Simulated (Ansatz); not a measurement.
```yaml
crystal:
  periodic: [true, true, true]
  atoms:
    - {symbol: C, position_ang: [-1.803385, -0.265527, 0.296602]}
    - {symbol: Al, position_ang: [0.033137, 0.158665, -0.153845]}
    - {symbol: C, position_ang: [1.672470, -0.628809, 0.515599]}
    - {symbol: C, position_ang: [0.264438, 1.588228, -1.463598]}
    - {symbol: N, position_ang: [0.400704, 2.432931, -2.238525]}
    - {symbol: H, position_ang: [-1.889941, -1.070391, 1.029639]}
    - {symbol: H, position_ang: [-2.313694, 0.615904, 0.698704]}
    - {symbol: H, position_ang: [-2.361374, -0.559952, -0.598307]}
    - {symbol: H, position_ang: [2.294914, -0.989355, -0.309537]}
    - {symbol: H, position_ang: [1.498874, -1.461529, 1.200537]}
    - {symbol: H, position_ang: [2.269357, 0.122734, 1.043331]}
basis:
  gaussian: {orbitals: cc-pVDZ}
hamiltonian: {xc: {name: B97M-V}, pseudopotentials: {relativity: none}}
```

```sh
$ ansatz run in.yaml --threads 4 --pin off --events-out ev --progress --plain --max-ram 10444MiB
```

It prints (some lines left out):

```
Error: YAML parse error: error: line 2 column 3: crystal: missing field `lattice` (a structure is typed as `lattice` and `atoms`, a molecule's as `atoms` in Å alone, or read from a run's directory, `checkpoint`)
 --> <input>:2:3
1 | crystal:
2 |   periodic: [true, true, true]
3 |   atoms:
4 |     - {symbol: C, position_ang: [-1.803385, -0.265527, 0.296602]}
```

(1) What is wrong with this run?

Answers

(1) The molecule is marked periodic without a cell. The input was rejected before any iteration.
